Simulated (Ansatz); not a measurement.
Computed with Ansatz on PBE0-D4/def2-TZVP structures; ΔE is electronic, products minus reactants. CCSD(T)/CBS is the MP2 limit (def2-TZVPP, def2-QZVPP) plus CCSD(T) − MP2 in def2-TZVPP, frozen cores. This one scheme is used for every species. Functionals use def2-TZVPP. Each species was taken in one conformer, which may not be the lowest.

Reaction (hydrogenolysis of the Al–O bond): `C[SiH](C)[AlH][OH]` + H₂ → `C[SiH](C)[AlH2]` + H₂O

Task: Is it downhill or uphill in electronic energy at CCSD(T)/CBS, and by how much? (Estimate.)

Result: Computed: Uphill: ΔE = +124.7 kJ/mol.

Task: What do these levels give: LDA (SPW92), r2SCAN-D4, ωB97X-V, MP2/def2-SVP, SCS-MP2/def2-TZVPP, HF/CBS(def2)? (Best estimate.)

Result: The calculation gave: LDA (SPW92) 123.4, r2SCAN-D4 131.5, ωB97X-V 123.8, MP2/def2-SVP 130.0, SCS-MP2/def2-TZVPP 129.0, HF/CBS(def2) 112.2 kJ/mol.

Largest T1 diagnostic among the species: 0.012.

At CCSD(T), def2-SVP lies −3.2 kJ/mol from the extrapolated value and def2-TZVPP −0.2 kJ/mol. From BLYP to BHLYP (50 % exact exchange), in def2-TZVPP and without D4, ΔE moves by −5.5 kJ/mol. Leaving LDA and LC-ωPBE aside and taking each functional with its dispersion term where it has one, the values, not all of them listed here, spread over 14.6 kJ/mol, from B97M-V to BLYP-D4. LDA lies +3.2 kJ/mol from PBE without D4.
